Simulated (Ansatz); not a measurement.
## Nudged elastic band run: BCl₂FH₂

The input (input.yaml):

```yaml
crystal:
  periodic: [false, false, false]
  atoms:
    - { symbol: B, position_ang: [-0.003415, 0.513988, -0.07985] }
    - { symbol: F, position_ang: [-0.004679, 0.801123, 1.199698] }
    - { symbol: Cl, position_ang: [1.516931, 0.36866, -0.918537] }
    - { symbol: Cl, position_ang: [-1.522412, 0.298996, -0.905936] }
    - { symbol: H, position_ang: [0.063445, -2.449551, 0.823027] }
    - { symbol: H, position_ang: [0.061531, -2.059114, 1.475798] }
basis:
  gaussian: { orbitals: def2-SVP }
hamiltonian:
  xc: pbe0
  dispersion: d4
neb:
  order_check: false
  images: 8
  f_tol: 0.03
  max_iterations: 60
  climbing: false
  final_atoms:
    - { symbol: B, position_ang: [0.01571317, -0.4808452, -0.54553365] }
    - { symbol: F, position_ang: [0.01738757, -0.07531882, 1.92877955] }
    - { symbol: Cl, position_ang: [1.51035029, 0.34207479, -0.9009564] }
    - { symbol: Cl, position_ang: [-1.51576667, 0.27694814, -0.88860201] }
    - { symbol: H, position_ang: [0.04192375, -1.63402441, -0.20853028] }
    - { symbol: H, position_ang: [0.04179288, -0.9547325, 2.2090428] }
  initial_path:
    images:
      - { positions_ang: [[-0.003415, 0.513988, -0.07985], [-0.004679, 0.801123, 1.199698], [1.516931, 0.36866, -0.918537], [-1.522412, 0.298996, -0.905936], [0.063445, -2.449551, 0.823027], [0.061531, -2.059114, 1.475798]] }
      - { positions_ang: [[-0.00283234, 0.40163065, -0.05903327], [-0.00392985, 0.61288791, 1.30708549], [1.53767747, 0.29605948, -0.91776821], [-1.5421655, 0.24039612, -0.90823641], [0.06363466, -2.22045536, 0.73734499], [0.05901655, -1.85641679, 1.4348074]] }
      - { positions_ang: [[-0.00224967, 0.28927329, -0.03821653], [-0.00318069, 0.42465282, 1.41447299], [1.55842394, 0.22345895, -0.91699942], [-1.56191901, 0.18179624, -0.91053682], [0.06382433, -1.99135973, 0.65166298], [0.05650211, -1.65371958, 1.3938168]] }
      - { positions_ang: [[-0.00166701, 0.17691594, -0.0173998], [-0.00243154, 0.23641773, 1.52186048], [1.57917041, 0.15085843, -0.91623064], [-1.58167251, 0.12319636, -0.91283723], [0.06401399, -1.76226409, 0.56598097], [0.05398766, -1.45102236, 1.35282621]] }
      - { positions_ang: [[-0.00108434, 0.06455859, 0.00341693], [-0.00168239, 0.04818264, 1.62924798], [1.59991688, 0.0782579, -0.91546185], [-1.60142602, 0.06459648, -0.91513763], [0.06420366, -1.53316845, 0.48029896], [0.05147321, -1.24832515, 1.31183561]] }
      - { positions_ang: [[0.00104101, -0.04597843, -0.04832569], [0.00076945, -0.04919979, 1.71025704], [1.59918569, 0.07530399, -0.91350845], [-1.60068765, 0.06214672, -0.91321164], [0.06181241, -1.44255439, 0.36568149], [0.04928009, -1.1256161, 1.39330725]] }
      - { positions_ang: [[0.00470905, -0.15469513, -0.17262768], [0.00492398, -0.05572955, 1.76488767], [1.57697684, 0.14199669, -0.91037044], [-1.5794574, 0.11584707, -0.90705923], [0.05684024, -1.49042189, 0.22212855], [0.04740828, -1.0828952, 1.59724114]] }
      - { positions_ang: [[0.00837709, -0.26341182, -0.29692967], [0.00907851, -0.0622593, 1.81951829], [1.55476799, 0.20868939, -0.90723242], [-1.55822716, 0.16954743, -0.90090682], [0.05186808, -1.5382894, 0.0785756], [0.04553648, -1.0401743, 1.80117503]] }
      - { positions_ang: [[0.01204513, -0.37212851, -0.42123166], [0.01323304, -0.06878906, 1.87414892], [1.53255914, 0.27538209, -0.90409441], [-1.53699691, 0.22324778, -0.89475442], [0.04689592, -1.5861569, -0.06497734], [0.04366468, -0.9974534, 2.00510891]] }
      - { positions_ang: [[0.01571317, -0.4808452, -0.54553365], [0.01738757, -0.07531882, 1.92877955], [1.51035029, 0.34207479, -0.9009564], [-1.51576667, 0.27694814, -0.88860201], [0.04192375, -1.63402441, -0.20853028], [0.04179288, -0.9547325, 2.2090428]] }
```

Run as:

```bash
$ ansatz run input.yaml --threads 2 --pin off --max-ram 3072MiB --backend cpu --events-out ev --progress --plain --runs-dir out
```

Output, in part (warnings, iteration lines, the closing report on the highest movable image, with atoms numbered from 0):

```
NEB end point (image 0): max|allowed force component| = 1.197e-3 eV/Å (the criterion of neb.relax_end_points is 1.000e-2)
NEB end point (image 9): max|allowed force component| = 5.495e-3 eV/Å (the criterion of neb.relax_end_points is 1.000e-2)
NEB iter   1: max|band force component| = 3.943e0 eV/Å  barrier→ = 3.0567 eV  barrier← = 1.8224 eV  Δτ_max = 0.2000 Å  (249 SCF iters)
NEB iter   2: max|band force component| = 2.829e0 eV/Å  barrier→ = 2.0692 eV  barrier← = 0.8349 eV  Δτ_max = 0.2000 Å  (253 SCF iters)
NEB iter   3: max|band force component| = 3.226e0 eV/Å  barrier→ = 1.9332 eV  barrier← = 0.6990 eV  Δτ_max = 0.1012 Å  (233 SCF iters)
NEB iter   4: max|band force component| = 1.403e0 eV/Å  barrier→ = 1.8195 eV  barrier← = 0.5853 eV  Δτ_max = 0.1860 Å  (228 SCF iters)
NEB iter   5: max|band force component| = 4.689e0 eV/Å  barrier→ = 1.8780 eV  barrier← = 0.6438 eV  Δτ_max = 0.1035 Å  (231 SCF iters)
NEB iter   6: max|band force component| = 9.395e-1 eV/Å  barrier→ = 1.7783 eV  barrier← = 0.5441 eV  Δτ_max = 0.1752 Å  (231 SCF iters)
NEB iter   7: max|band force component| = 1.923e0 eV/Å  barrier→ = 1.7558 eV  barrier← = 0.5215 eV  Δτ_max = 0.1033 Å  (229 SCF iters)
NEB iter   8: max|band force component| = 2.830e0 eV/Å  barrier→ = 1.7208 eV  barrier← = 0.4865 eV  Δτ_max = 0.0507 Å  (231 SCF iters)
NEB iter   9: max|band force component| = 1.027e0 eV/Å  barrier→ = 1.7446 eV  barrier← = 0.5104 eV  Δτ_max = 0.0998 Å  (225 SCF iters)
NEB iter  10: max|band force component| = 3.472e0 eV/Å  barrier→ = 1.8127 eV  barrier← = 0.5785 eV  Δτ_max = 0.0498 Å  (230 SCF iters)
NEB iter  11: max|band force component| = 1.455e0 eV/Å  barrier→ = 1.7506 eV  barrier← = 0.5163 eV  Δτ_max = 0.0852 Å  (233 SCF iters)
NEB iter  12: max|band force component| = 8.147e-1 eV/Å  barrier→ = 1.7155 eV  barrier← = 0.4812 eV  Δτ_max = 0.0977 Å  (219 SCF iters)
NEB iter  13: max|band force component| = 5.488e0 eV/Å  barrier→ = 1.7269 eV  barrier← = 0.4927 eV  Δτ_max = 0.0461 Å  (218 SCF iters)
NEB iter  14: max|band force component| = 1.149e0 eV/Å  barrier→ = 1.7160 eV  barrier← = 0.4817 eV  Δτ_max = 0.0969 Å  (216 SCF iters)
NEB iter  15: max|band force component| = 1.373e0 eV/Å  barrier→ = 1.7303 eV  barrier← = 0.4961 eV  Δτ_max = 0.0497 Å  (217 SCF iters)
NEB iter  16: max|band force component| = 3.291e0 eV/Å  barrier→ = 1.7199 eV  barrier← = 0.4856 eV  Δτ_max = 0.0249 Å  (196 SCF iters)
NEB iter  17: max|band force component| = 1.153e0 eV/Å  barrier→ = 1.7166 eV  barrier← = 0.4824 eV  Δτ_max = 0.0493 Å  (190 SCF iters)
NEB iter  18: max|band force component| = 3.843e-1 eV/Å  barrier→ = 1.7307 eV  barrier← = 0.4965 eV  Δτ_max = 0.0908 Å  (209 SCF iters)
NEB iter  19: max|band force component| = 7.225e-1 eV/Å  barrier→ = 1.7291 eV  barrier← = 0.4949 eV  Δτ_max = 0.0466 Å  (216 SCF iters)
NEB iter  20: max|band force component| = 2.522e0 eV/Å  barrier→ = 1.7271 eV  barrier← = 0.4929 eV  Δτ_max = 0.0230 Å  (185 SCF iters)
NEB iter  21: max|band force component| = 9.426e-1 eV/Å  barrier→ = 1.7249 eV  barrier← = 0.4906 eV  Δτ_max = 0.0460 Å  (183 SCF iters)
NEB iter  22: max|band force component| = 5.423e-1 eV/Å  barrier→ = 1.7291 eV  barrier← = 0.4949 eV  Δτ_max = 0.0460 Å  (183 SCF iters)
NEB iter  23: max|band force component| = 1.769e0 eV/Å  barrier→ = 1.7191 eV  barrier← = 0.4848 eV  Δτ_max = 0.0218 Å  (197 SCF iters)
NEB iter  24: max|band force component| = 1.358e0 eV/Å  barrier→ = 1.7158 eV  barrier← = 0.4816 eV  Δτ_max = 0.0108 Å  (188 SCF iters)
NEB iter  25: max|band force component| = 1.131e0 eV/Å  barrier→ = 1.7143 eV  barrier← = 0.4800 eV  Δτ_max = 0.0217 Å  (178 SCF iters)
NEB iter  26: max|band force component| = 3.157e-1 eV/Å  barrier→ = 1.7158 eV  barrier← = 0.4815 eV  Δτ_max = 0.0433 Å  (191 SCF iters)
NEB iter  27: max|band force component| = 2.778e-1 eV/Å  barrier→ = 1.7384 eV  barrier← = 0.5042 eV  Δτ_max = 0.0276 Å  (210 SCF iters)
NEB iter  28: max|band force component| = 2.067e0 eV/Å  barrier→ = 1.7580 eV  barrier← = 0.5237 eV  Δτ_max = 0.0137 Å  (201 SCF iters)
NEB iter  29: max|band force component| = 9.169e-1 eV/Å  barrier→ = 1.7595 eV  barrier← = 0.5252 eV  Δτ_max = 0.0138 Å  (177 SCF iters)
NEB iter  30: max|band force component| = 1.049e-1 eV/Å  barrier→ = 1.7530 eV  barrier← = 0.5188 eV  Δτ_max = 0.0262 Å  (187 SCF iters)
NEB iter  31: max|band force component| = 2.093e-1 eV/Å  barrier→ = 1.7456 eV  barrier← = 0.5114 eV  Δτ_max = 0.0131 Å  (178 SCF iters)
NEB iter  32: max|band force component| = 1.976e-1 eV/Å  barrier→ = 1.7443 eV  barrier← = 0.5101 eV  Δτ_max = 0.0066 Å  (161 SCF iters)
NEB iter  33: max|band force component| = 1.478e-1 eV/Å  barrier→ = 1.7467 eV  barrier← = 0.5124 eV  Δτ_max = 0.0033 Å  (174 SCF iters)
NEB iter  34: max|band force component| = 5.107e-2 eV/Å  barrier→ = 1.7461 eV  barrier← = 0.5119 eV  Δτ_max = 0.0066 Å  (152 SCF iters)
NEB iter  35: max|band force component| = 2.751e-2 eV/Å  barrier→ = 1.7426 eV  barrier← = 0.5083 eV  Δτ_max = 0.0000 Å  (382 SCF iters)
Total energy: -28450.27745435 eV, -1045.5284121565 hartree
Atom 0 at     0.014729    -0.243588     0.041268 Å, force    -0.008924     0.749553     0.833757 eV/Å
Atom 1 at     0.013748     0.157744     1.509407 Å, force    -0.012179     0.618523    -0.439454 eV/Å
Atom 2 at     1.531509     0.158984    -0.774548 Å, force    -0.039623    -0.162718     0.051274 eV/Å
Atom 3 at    -1.520931     0.107962    -0.762689 Å, force     0.045154    -0.161172     0.050852 eV/Å
Atom 4 at     0.038603    -1.594171     0.374558 Å, force     0.003640    -0.100796     0.531533 eV/Å
Atom 5 at     0.033743    -1.112828     1.206204 Å, force     0.011931    -0.943390    -1.027962 eV/Å
Dipole moment:     0.007440    -0.406429     0.174052 e Å
```

It converged. No image climbed, so the highest image needn't sit at the top of the path. The orbitals stay closed-shell, which can raise the energy where a bond breaks towards radicals; this wasn't checked here.

Final band (atoms are numbered from 1 in the order of the input):

| image | path coordinate (Å) | energy (eV) | B1–F2 (Å) | H5–H6 (Å) | B1–H5 (Å) |
| --- | --- | --- | --- | --- | --- |
| 0 | 0.00 | 0.00 | 1.31 | 0.76 | 3.10 |
| 1 | 0.38 | 0.01 | 1.31 | 0.76 | 2.75 |
| 2 | 0.76 | 0.07 | 1.31 | 0.76 | 2.40 |
| 3 | 1.15 | 0.27 | 1.32 | 0.76 | 2.04 |
| 4 | 1.53 | 0.77 | 1.37 | 0.79 | 1.66 |
| 5 | 1.92 | 1.74 | 1.52 | 0.96 | 1.39 |
| 6 | 2.30 | 1.69 | 1.77 | 1.30 | 1.26 |
| 7 | 2.69 | 1.35 | 2.12 | 1.65 | 1.21 |
| 8 | 3.07 | 1.25 | 2.42 | 2.02 | 1.21 |
| 9 | 3.46 | 1.23 | 2.51 | 2.51 | 1.20 |

The run took 5.5 min on 2 threads of Arm Neoverse V1, with other jobs on the host, peak memory 0.15 GiB.
